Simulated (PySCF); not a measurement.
## Basis and Hamiltonian dependence of the excitation energy of In²⁺

In²⁺ [Kr] 4d10 5s1 (2S) → In²⁺ [Kr] 4d9 5s2 (2D). Calculated with PySCF 2.14 from differences of total energies of unrestricted determinants, without spin-orbit coupling. Values in eV.

```tsv
basis	Hamiltonian	functions	UHF	LDA	PBE0
aug-cc-pVTZ-PP with ECP28MDF	ECP	55	15.228	14.089	14.647
def2-TZVPPD with the def2 core potential (28 electrons)	ECP	56	15.089	14.050	14.569
x2c-TZVPPall	spin-free X2C	60	15.033	14.472	14.812
aug-cc-pVTZ-PP with one added diffuse shell each of d, f type with ECP28MDF	ECP	67	15.227	14.089	14.646
aug-cc-pVQZ-DK3	spin-free X2C	102	15.047	14.385	14.742
x2c-QZVPPall	spin-free X2C	112	14.920	14.302	14.655
aug-cc-pwCVTZ-DK3 with one added diffuse shell each of s, p, d, f type	spin-free X2C	125	14.900	14.272	14.629
```
